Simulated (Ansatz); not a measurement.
`SBBCl` + H₂ → `BS` + `BCl` at 700 K and 1 bar (hydrogenolysis of a B–B bond).

Program: Ansatz. Geometries: PBE0-D4/def2-TZVP. ΔE: electronic, gas phase. CBS: MP2 limit from def2 TZ/QZ plus the TZ coupled-cluster correction, frozen cores. This one scheme is used for every species. One conformer a species, not always the lowest.

```csv
species,CCSD(T)/CBS energy (Eh),H − E (kJ/mol),S (J/(mol·K))
`SBBCl`,-908.98400,153.8,407.1
H₂,-1.17544,46.8,155.3
`BS`,-424.38198,115.9,297.3
`BCl`,-485.78909,86.3,276.7
```

H − E and S are ideal-gas, rigid-rotor, harmonic terms from PBE0-D4/def2-TZVP, for one conformer and one mirror image of each species. For small species the MP2-based limit differs from directly extrapolated CCSD(T) by up to some mEh (0.8 for H₂); such offsets cancel only in part. 1 Eh = 2625.50 kJ/mol, R = 8.31446 J/(mol·K).

Q: By hand: ΔE, ΔH, ΔS and ΔG.

A: ΔE = (-424.38198) + (-485.78909) − (-908.98400) − (-1.17544) = -0.01163 Eh = -30.5 kJ/mol. Δ(H − E) = 115.9 + 86.3 − 153.8 − 46.8 = 1.6, so ΔH = -28.9 kJ/mol. ΔS = 297.3 + 276.7 − 407.1 − 155.3 = 11.6 J/(mol·K). ΔG = -28.9 − 700 × (11.6)/1000 = -37.0 kJ/mol.

Q: By hand: the equilibrium constant, and the temperature at which ΔG would vanish if ΔH and ΔS stayed fixed.

A: log₁₀ K = −ΔG/(RT ln 10) = 2.8. ΔH and −TΔS have one sign here, so there is no such temperature.

The number of gas molecules stays the same, so ΔS is small and ΔH decides. A doubt of 5 kJ/mol in ΔE shifts log₁₀ K by 0.4 here. Other conformers and mirror images would add mixing entropy, several J/(mol·K) or more a flexible species. These are equilibria of isolated gas molecules and say nothing of rates. Largest T1 diagnostic: 0.015 (customary marks: 0.02 for closed shells, 0.045 for open ones).

ΔS is within the doubt of such terms, so its sign, and with it that verdict, could turn.
